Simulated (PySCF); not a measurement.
Fill in the blanks.

Compound: (F2Al-mu-PH2)2.
Structure used (PBE0-D3(BJ)/def2-SVP), in Å, numbered top down from 1:
```
atom  x, y, z in Å
Al1    1.2103   -1.2640   -0.2498
F2     1.7187   -2.1763    1.0467
F3     1.8153   -1.5129   -1.7806
P4     1.2309    1.0981    0.3076
Al5   -1.1901    1.2495    0.2559
F6    -1.7977    1.4972    1.7861
F7    -1.6999    2.1673   -1.0361
P8    -1.2103   -1.1134   -0.2992
H9     1.9092    1.9314   -0.6113
H10    1.8426    1.4326    1.5376
H11   -1.8221   -1.4507   -1.5285
H12   -1.8915   -1.9416    0.6226
```

```tsv
property	level	value
point group	PBE0-D3(BJ)/def2-SVP	D2h
rotational constants A, B, C	PBE0-D3(BJ)/def2-SVP	?
dipole moment	CAM-B3LYP/def2-SVPD	0.00 D by symmetry (numerical residue 0.02 D)
HOMO energy	CAM-B3LYP/def2-SVPD	-9.69 eV
LUMO energy	CAM-B3LYP/def2-SVPD	-1.01 eV
lowest singlet excitation	TDDFT CAM-B3LYP/def2-SVPD	?
strongest line among the 15 lowest singlet transitions	TDDFT CAM-B3LYP/def2-SVPD	?
lowest triplet excitation (Tamm–Dancoff)	TDA CAM-B3LYP/def2-SVPD	4.74 eV
static isotropic polarisability	CAM-B3LYP/def2-SVPD	?
vertical ionisation energy	ΔSCF CAM-B3LYP/def2-SVPD	?
vertical electron affinity	ΔSCF CAM-B3LYP/def2-SVPD	0.36 eV
electronic spatial extent ⟨r²⟩ about the centre of nuclear charge	CAM-B3LYP/def2-SVPD	?
1H chemical shifts (computed TMS as zero) by class	GIAO B3LYP/pcSseg-1 (pcSseg-2 on Al)	?
isotropic shieldings of nuclei other than C and H, by class	GIAO B3LYP/pcSseg-1 (pcSseg-2 on Al)	330 (F2/F3/F6/F7), 480 (Al1/Al5), 515 (P4/P8) ppm
core binding energies	ΔSCF SCAN, pcX-2 on the ionised atom, pcseg-1 elsewhere, spin-free X2C, 2p3/2 from a spin–orbit splitting computed afterwards within the 2p shell	P2p3/2 137.5 (P4/P8), F1s 691.6 (F2/F3/F6/F7), Al1s 1568.0 (Al1/Al5), P1s 2150.9 (P4/P8) eV
```

Electronic properties: PySCF, gas phase, density fitting.

(1) What are the 1H chemical shifts (computed TMS as zero) by class?

(2) The static isotropic polarisability?

(3) Give the electronic spatial extent ⟨r²⟩ about the centre of nuclear charge.

(4) Give the rotational constants A, B, C.

(5) What is the vertical ionisation energy?

(6) Give the lowest singlet excitation.

(7) Give the strongest line among the 15 lowest singlet transitions.

Results:

(1) 3.12 (H9/H10/H11/H12) ppm.

(2) 94.5 au.

(3) 1992 bohr².

(4) 1.384, 0.606, 0.582 GHz.

(5) 10.45 eV.

(6) 5.03 eV (247 nm, f = 0.000).

(7) S9 at 8.10 eV (153 nm, f = 0.624).

The largest Löwdin shares of the LUMO are 0.26 on P8, 0.26 on P4, 0.11 on Al5 and 0.11 on Al1. With B = h/(8π²I), that is 505.379 GHz u Å² over I, the principal moments of inertia are 365.2, 833.7 and 868.7 u Å² (most abundant isotopes); the inertial defect Ic − Ia − Ib is -330.2 u Å² (zero for a rigid planar frame, negative otherwise). The principal polarisabilities are 79.6, 98.7 and 105.3 au; their mean is the isotropic value. The polarisability is 14.00 Å³ as a volume (1 au = 0.148185 Å³), or 0.98 au for each of the 96 electrons.

One conformer stands for the species.
